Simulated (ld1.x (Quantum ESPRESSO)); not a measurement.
# Before and after: PAW potential for tellurium

| Property | Result |
| --- | --- |
| Element | Te |
| Generator | ld1.x (Quantum ESPRESSO) 7.5 |
| Type | PAW |
| Functional | LDA (PZ) |
| Relativity | scalar-relativistic |
| Frozen core | [Kr] 4d10 |
| Valence charge | 6 |
| Reference configuration | 5s2 5p3.5 (charge +0.5) |
| Partial waves | 5s (bound): rcut 1.85, rcutus 2.00 bohr; 5s channel at -0.2 Ry: rcut 1.85, rcutus 2.00 bohr; 5p (bound): rcut 1.80, rcutus 2.10 bohr; 5p channel at 1.7 Ry: rcut 1.80, rcutus 2.10 bohr; 5d channel at 0.15 Ry: rcut 1.40, rcutus 1.55 bohr; 5d channel at 1.55 Ry: rcut 1.40, rcutus 1.55 bohr |
| Local potential | all-electron potential smoothed inside 1.75 bohr (lloc = -2) |
| Core correction | a·sin(br)/r model core, default radius (ld1.x builds one for every PAW set, though the input has nlcc=.false.) |
| Augmentation charge | PSQ, inside the norm-conserving radii |

Change: functional PBE.

Cutoffs: the cutoffs (Ry, on a coarse ladder) from which the occupation-weighted sum of valence levels, in a spherical-Bessel basis at the reference potential, stays within 10 and 1 mRy of its value at 400 Ry; they do not see the model core or the augmentation charge, which bear on the density cutoff. Errors are all-electron minus pseudo energies relative to the spin-unpolarised reference configuration.

Task: How do hardness, ghosts and transferability respond?

Result: The potential gets neither clearly harder nor softer (8 Ry and 18 Ry → 8 Ry and 18 Ry); both files keep a bound ghost (d); the number of tests with a reliable result goes from 9 to 7; of the 7 tests that both files solve, the error grows in 3 and shrinks in 3 by more than 15 % and 0.3 meV (median size 16.7 → 4.8 meV).

| quantity | base | changed |
| --- | --- | --- |
| cutoff, loose | 8 Ry | 8 Ry |
| cutoff, tight | 18 Ry | 18 Ry |
| bound ghosts | d | d |
| error for 5s2 5p4, meV [ΔE -3.98 → -3.90 eV] | +0.7 | -4.0 |
| error for 5s2 5p3, meV [ΔE 5.93 → 5.83 eV] | -2.7 | +3.2 |
| error for 5s2 5p2, meV [ΔE 24.10 → 23.76 eV] | -26 | -4.8 |
| error for 5s1 5p4, meV [ΔE 15.86 → 15.67 eV] | -17 | -8.9 |
| error for 5s2 5p0, meV [ΔE 88.24 → 87.14 eV] | -292 | -197 |
| error for 5s0 5p6, meV [ΔE 14.93 → 14.80 eV] | -17 | -19 |
| error for 5s1 5p5, meV [ΔE 5.37 → 5.36 eV] | -1.2 | -4.7 |
| s: phases at 2.29 bohr within 0.05 rad from the reference energy up to (Ry; the scan ends near 5) | 4.1 | 4.4 |
| p: phases at 2.29 bohr within 0.05 rad from the reference energy up to (Ry; the scan ends near 5) | to the end of the scan | to the end of the scan |
| d: phases at 2.29 bohr within 0.05 rad from the reference energy up to (Ry; the scan ends near 5) | to the end of the scan | to the end of the scan |
| lowest overlap eigenvalue by channel | s 0.38, p 0.53, d 0.12 | s 0.38, p 0.54, d 0.11 |

 A true bound ghost makes a file unfit for plane-wave use even where its test errors are small: the radial tests pick states by their node count and pass the ghost by.
